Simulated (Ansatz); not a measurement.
An input meant for `Sc1ccc(-c2ccc(-c3ccccc3)cc2)cc1` (charge 0, singlet; with a point charge).

```yaml
crystal:
  periodic: [false, false, false]
  atoms:
    - {symbol: S, position_ang: [7.179042, 0.006702, -1.042009]}
    - {symbol: C, position_ang: [5.433424, -0.042749, -0.761836]}
    - {symbol: C, position_ang: [4.811011, -0.998040, 0.058114]}
    - {symbol: C, position_ang: [3.429269, -0.977017, 0.237366]}
    - {symbol: C, position_ang: [2.619735, -0.008612, -0.385496]}
    - {symbol: C, position_ang: [1.155847, 0.010673, -0.186398]}
    - {symbol: C, position_ang: [0.440582, 1.223034, -0.146645]}
    - {symbol: C, position_ang: [-0.938573, 1.241961, 0.045359]}
    - {symbol: C, position_ang: [-1.669872, 0.049582, 0.203783]}
    - {symbol: C, position_ang: [-3.135156, 0.070085, 0.408050]}
    - {symbol: C, position_ang: [-3.956965, -0.934087, -0.139249]}
    - {symbol: C, position_ang: [-5.339136, -0.914193, 0.053953]}
    - {symbol: C, position_ang: [-5.932445, 0.109412, 0.799372]}
    - {symbol: C, position_ang: [-5.129435, 1.113293, 1.349610]}
    - {symbol: C, position_ang: [-3.747339, 1.094494, 1.155814]}
    - {symbol: C, position_ang: [-0.955706, -1.162797, 0.161424]}
    - {symbol: C, position_ang: [0.423885, -1.181822, -0.027706]}
    - {symbol: C, position_ang: [3.259802, 0.942277, -1.203909]}
    - {symbol: C, position_ang: [4.638942, 0.929404, -1.393849]}
    - {symbol: H, position_ang: [7.487351, -1.069683, -0.287433]}
    - {symbol: H, position_ang: [5.409370, -1.757793, 0.569852]}
    - {symbol: H, position_ang: [2.972170, -1.715013, 0.902828]}
    - {symbol: H, position_ang: [0.979190, 2.169669, -0.248076]}
    - {symbol: H, position_ang: [-1.464616, 2.200942, 0.055684]}
    - {symbol: H, position_ang: [-3.506927, -1.723946, -0.747677]}
    - {symbol: H, position_ang: [-5.958871, -1.699331, -0.389399]}
    - {symbol: H, position_ang: [-7.015594, 0.124690, 0.950861]}
    - {symbol: H, position_ang: [-5.581746, 1.913285, 1.943337]}
    - {symbol: H, position_ang: [-3.126056, 1.869337, 1.614291]}
    - {symbol: H, position_ang: [-1.490698, -2.107147, 0.297403]}
    - {symbol: H, position_ang: [0.944127, -2.143015, -0.072781]}
    - {symbol: H, position_ang: [2.660957, 1.692718, -1.727812]}
    - {symbol: H, position_ang: [5.104430, 1.673718, -2.046826]}
basis:
  gaussian: {orbitals: pcseg-2, fitting: {mean_field: def2-universal-jkfit}, point_charges: [{charge: 1.00, position_ang: [11.105, -0.697, 0.028]}]}
magnetization: {spin_polarized: true, initial_magnetization: 8}
hamiltonian: {xc: {name: PBE0}, dispersion: d4}
scf: {omitted_lower_state_checks: [starts]}
output: {forces: true}
```

```sh
$ ansatz run in.yaml --threads 2 --pin off --events-out ev --progress --plain --max-ram 22528MiB --backend cuda --devices 0, --max-vram 18GiB
```

Shortened log:

```
Functional definition: PBE0
1730 factors; integrals over basis functions are off by at most 1.2e0 eV
mean field evaluation 1: about -29657.8076 eV, gradient 7.9e1 eV
mean field evaluation 2: about -28934.0550 eV, gradient 2.8e2 eV
mean field evaluation 4: about -29558.2929 eV, gradient 1.1e2 eV
mean field evaluation 8: about -29693.8057 eV, gradient 2.2e0 eV
mean field evaluation 16: about -29695.0845 eV, gradient 3.4e-3 eV
mean field -29695.08452845 eV, -1091.2742283692 hartree, gradient 1.2e-7 eV, S^2 20.051880; 0 other end points of the search recorded, 0 dependent functions left out
reference -29695.08459814 eV, -1091.2742309303 hartree; 73, 65 occupied and 697, 705 virtual orbitals, 1730 factors
Total energy: -29696.16942030 eV, -1091.3140974095 hartree
Atom 0 at     7.179042     0.006702    -1.042009 Å, force    -0.581188    -0.212403     0.287630 eV/Å
Atom 1 at     5.433424    -0.042749    -0.761836 Å, force     1.756100     0.415513    -0.609632 eV/Å
Atom 2 at     4.811011    -0.998040     0.058114 Å, force    -2.378248    -1.604819     1.623363 eV/Å
Atom 3 at     3.429269    -0.977017     0.237366 Å, force     2.780750    -1.617102     0.500322 eV/Å
Atom 4 at     2.619735    -0.008612    -0.385496 Å, force    -3.527225    -0.284210     0.732855 eV/Å
Atom 5 at     1.155847     0.010673    -0.186398 Å, force     2.101015    -0.005239    -0.273372 eV/Å
Atom 6 at     0.440582     1.223034    -0.146645 Å, force     4.090317     0.445281    -0.881412 eV/Å
Atom 7 at    -0.938573     1.241961     0.045359 Å, force    -4.092110     0.693940     0.817845 eV/Å
Atom 8 at    -1.669872     0.049582     0.203783 Å, force    -2.164841     0.011648     0.306445 eV/Å
Atom 9 at    -3.135156     0.070085     0.408050 Å, force     3.996485    -0.054244    -0.562127 eV/Å
Atom 10 at    -3.956965    -0.934087    -0.139249 Å, force     1.779898    -2.113671    -1.241857 eV/Å
Atom 11 at    -5.339136    -0.914193     0.053953 Å, force    -2.451442    -1.194609    -0.453721 eV/Å
Atom 12 at    -5.932445     0.109412     0.799372 Å, force    -1.658521     0.024314     0.232649 eV/Å
Atom 13 at    -5.129435     1.113293     1.349610 Å, force    -2.196775     1.258470     1.104472 eV/Å
Atom 14 at    -3.747339     1.094494     1.155814 Å, force     2.107092     2.058435     0.699548 eV/Å
Atom 15 at    -0.955706    -1.162797     0.161424 Å, force    -4.210269    -0.561179     0.341853 eV/Å
Atom 16 at     0.423885    -1.181822    -0.027706 Å, force     4.157300    -0.596807    -0.272920 eV/Å
Atom 17 at     3.259802     0.942277    -1.203909 Å, force     2.729057     1.932584    -1.483386 eV/Å
Atom 18 at     4.638942     0.929404    -1.393849 Å, force    -2.411324     1.315082    -0.656846 eV/Å
Atom 19 at     7.487351    -1.069683    -0.287433 Å, force    -0.146631     0.050952    -0.087550 eV/Å
Atom 20 at     5.409370    -1.757793     0.569852 Å, force    -0.280818     0.234238    -0.118787 eV/Å
Atom 21 at     2.972170    -1.715013     0.902828 Å, force     0.205476     0.233448    -0.252488 eV/Å
Atom 22 at     0.979190     2.169669    -0.248076 Å, force    -0.153878    -0.384039     0.065246 eV/Å
Atom 23 at    -1.464616     2.200942     0.055684 Å, force     0.148571    -0.401982    -0.034081 eV/Å
Atom 24 at    -3.506927    -1.723946    -0.747677 Å, force    -0.160955     0.345606     0.219476 eV/Å
Atom 25 at    -5.958871    -1.699331    -0.389399 Å, force     0.234040     0.339134     0.181923 eV/Å
Atom 26 at    -7.015594     0.124690     0.950861 Å, force     0.436746    -0.006289    -0.061471 eV/Å
Atom 27 at    -5.581746     1.913285     1.943337 Å, force     0.165097    -0.344345    -0.238914 eV/Å
Atom 28 at    -3.126056     1.869337     1.614291 Å, force    -0.224661    -0.338965    -0.166659 eV/Å
Atom 29 at    -1.490698    -2.107147     0.297403 Å, force     0.161573     0.398201    -0.010419 eV/Å
Atom 30 at     0.944127    -2.143015    -0.072781 Å, force    -0.160706     0.389564    -0.033077 eV/Å
Atom 31 at     2.660957     1.692718    -1.727812 Å, force     0.271381    -0.254129     0.177553 eV/Å
Atom 32 at     5.104430     1.673718    -2.046826 Å, force    -0.250774    -0.242076     0.181276 eV/Å
Dipole moment:    -1.383531    -0.066567     0.193129 e Å
Checks for a lower state left out: starts
```

In this input the spin is set far too high (8 unpaired electrons typed, 0 in the singlet as meant). Self-consistency was reached. The result belongs to that input, not to the species as meant.
